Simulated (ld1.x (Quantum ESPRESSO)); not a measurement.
## tellurium (Te): one change to an ultrasoft potential, before and after

```
Element                 : tellurium
Generator               : ld1.x (Quantum ESPRESSO) 7.5
Type                    : ultrasoft
Functional              : PBE
Relativity              : scalar-relativistic
Frozen core             : [Kr] 4d10
Valence charge          : 6
Reference configuration : 5s2 5p4
Partial waves           : 5s (bound): rcut 1.65, rcutus 1.75 bohr; 5s channel at 0.7 Ry: rcut 1.65, rcutus 1.75 bohr; 5p (bound): rcut 1.85, rcutus 2.05 bohr; 5p channel at 0.8 Ry: rcut 1.85, rcutus 2.05 bohr; 5d channel at 0.25 Ry: rcut 1.65, rcutus 1.95 bohr
Local potential         : all-electron potential smoothed inside 1.45 bohr (lloc = -1)
Core correction         : Bessel-smoothed model core inside 1.75 bohr
Augmentation charge     : PSQ, inside the norm-conserving radii
```

Change: all radii but the core radius scaled by about 1.20 (s 2.10, p 2.46, d 2.34 bohr, rcut 1.98/2.22/1.98); local potential all-electron potential smoothed inside 1.74 bohr (lloc = -1).

Cutoffs: the cutoffs (Ry, on a coarse ladder) from which the occupation-weighted sum of valence levels, in a spherical-Bessel basis at the reference potential, stays within 10 and 1 mRy of its value at 400 Ry; they do not see the model core or the augmentation charge, which bear on the density cutoff. Errors are all-electron minus pseudo energies relative to the spin-unpolarised reference configuration.

Q: What does the change do?

A: The potential gets softer (10 Ry and 25 Ry → 8 Ry and 15 Ry); the bound ghost in s disappears; the number of tests with a reliable result goes from 7 to 1 (the test run of the changed file stopped, so its transferability is not established). A larger radius leaves more room for a smooth pseudo-wave, so fewer plane waves are needed.

```csv
quantity,base,changed
"cutoff, loose",10 Ry,8 Ry
"cutoff, tight",25 Ry,15 Ry
loose cutoff by channel (10 mRy a level),"s 8 Ry, p 6 Ry","s 6 Ry, p 6 Ry"
bound ghosts,s,none
tests with a reliable result,7 of 7,1 of 7 (the test run stopped)
"error for 5s2 5p3, meV [ΔE 9.73 eV]",-8.0,-8.3
lowest overlap eigenvalue by channel,"s 0.48, p 0.46, d 1.00","s 0.32, p 0.48, d 1.00"
```

 A true bound ghost makes a file unfit for plane-wave use even where its test errors are small: the radial tests pick states by their node count and pass the ghost by.
